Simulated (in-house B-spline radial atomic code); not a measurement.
Atomic self-consistent-field run: Al VI (Al5+) (an excited or competing configuration). All numbers are computed (scalar-relativistic (X2C) BHandHLYP, spin-polarised, spherical fractional occupations, exact exchange averaged over the configuration; Fermi nucleus of rms radius 3.061 fm) with a B-spline radial code for spherical atoms, not measured.

Command:
```bash
python run_scf.py task.json out
```
Settings (nuclear radius in fm, mass in u):
```
Z                13
configuration    [He] 2s1 2p4 3s1
hamiltonian      x2c
method           bhandhlyp
spin_polarised   True
nucleus          fermi
rms_radius       3.061
atomic_mass      26.98154
speed_of_light   137.035999084
exact_exchange   averaged over the configuration
```

Output (hartree, bohr):
```
 radial grid: 67 intervals, B-splines of order 8, outer radius 12.1053 bohr

 iter        energy (Eh)    residual
    1        -220.599933    6.41e-01
    2        -225.237207    1.18e-01
    3        -225.388561    4.68e-02
    4        -225.415242    1.85e-02
    5        -225.420567    3.90e-03
    6        -225.420762    2.56e-04
    7        -225.420762    7.80e-06
    8        -225.420762    4.17e-07
    9        -225.420762    1.03e-08

 total energy                      -225.42076
 kinetic                             226.0644
 electron-nucleus                   -503.3298
 Hartree                              66.4598
 exact exchange                       -6.9615
 exchange-correlation                 -7.6537

 orbital      occ     eigenvalue          <r>       <r^2>       <1/r>     <1/r^3>       r_max
 1s up      1.000       -62.9565     0.119734   0.0193168     12.6991           -     0.07814
 1s down    1.000       -62.6213     0.119544   0.0192316     12.7073           -     0.07817
 2s up      1.000        -9.1860     0.564513    0.375706     2.60442           -      0.4695
 2p up      3.000        -7.7622     0.516634    0.327872     2.48836     46.1047      0.3951
 2p down    1.000        -7.2217     0.528002    0.344528     2.45295      45.137      0.3972
 3s up      1.000        -2.8007      1.57382     2.80421    0.888419           -        1.44
```

Run time, properties included: 0.23 s on 1 thread of Arm Neoverse N1, on a shared host.
